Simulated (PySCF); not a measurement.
Ga(Cl)(Br)(Vi), SMILES C=[CH][Ga]([Cl])[Br] (C₂H₃BrClGa), PBE0/def2-SVP optimised geometry.

```
8

Ga    -1.27     0.17     0.00
Cl    -2.45     1.96     0.00
Br    -2.44    -1.80     0.00
C      0.66     0.17     0.00
C      1.35    -0.98     0.00
H      1.20     1.12     0.00
H      2.45    -1.00     0.00
H      0.85    -1.96    -0.01
```

Density from PBE0/def2-TZVP (PySCF 2.14.0) at that geometry.

Minimum of the electron density along straight lines between bonded atoms, close to the bond critical point (lines longer than 1.1 times the sum of covalent radii, or with two minima, are not listed):

```tsv
bond	length / Å	ρ at the minimum / e bohr⁻³	∇²ρ there / e bohr⁻⁵	position (fraction from the first atom)
Ga1–Cl2	2.143	0.098	0.27	0.44
Ga1–Br3	2.286	0.087	0.17	0.43
Ga1–C4	1.932	0.123	0.21	0.48
C4–C5	1.339	0.346	-1.04	0.50
C4–H6	1.096	0.275	-0.95	0.65
C5–H7	1.097	0.278	-0.97	0.65
C5–H8	1.096	0.279	-0.99	0.65
```
